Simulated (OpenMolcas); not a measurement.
W4+ among 4 point charges of -2.5 e arranged as a tetrahedron (Td).

```yaml
Program: OpenMolcas
Method: "SS-CASPT2, IPEA 0.25 Eh, imaginary shift 0.1 Eh (closed shells correlated: 4f 5s 5p)"
Basis: ANO-RCC-VTZP [8s7p5d3f2g1h]
Scalar_Hamiltonian: DKH2, point nucleus
Active_space: 2 electrons in 5 orbitals (5d)
State_averaging: 2S+1 = 3 even, 10 roots; 2S+1 = 1 even, 15 roots
Spin-orbit_coupling: RASSI with atomic mean-field integrals over the reference wave functions
```

All point charges move together. At R = 2.09 Å the first state of the same spin is 3890 cm-1, and at R = 2.24 Å it is 3130 cm-1.

Task: A third run gives 2060 cm-1. What distance was it run at?

Result: With a power law R^-n the two known points give n = -ln(3130 / 3890) / ln(2.24 / 2.09) = 3.14. Then R = 2.09 × (3890 / 2060)^(1/3.14) = 2.559 Å. The run was at 2.45 Å, so the estimate is off by +0.109 Å.

Roots that are degenerate in the reference are averaged as groups; the widest CASPT2 spread within a group is 270 cm-1 (the 3-fold group of multiplicity 1 near 16900 cm-1 above the lowest state of its run, R = 2.24). Shifts and gaps below about the spread of the groups concerned are not significant. Free-ion shares, where given, are those of the reference states; single-state CASPT2 does not remix them. Spin-orbit coupling mixes the spin-free states strongly: the lowest level takes only 52 % from its leading state, 3A2 (figures for R = 2.09; the like holds for R = 2.24, R = 2.45). The ground term spreads over less than 5000 cm-1, several times less than with real ligands, so orbital moments are less quenched and χT lies further from the spin-only value than at real sites (holds for R = 2.45). This is an electrostatic model: the charges have no orbitals. No measured value stands beside these numbers.
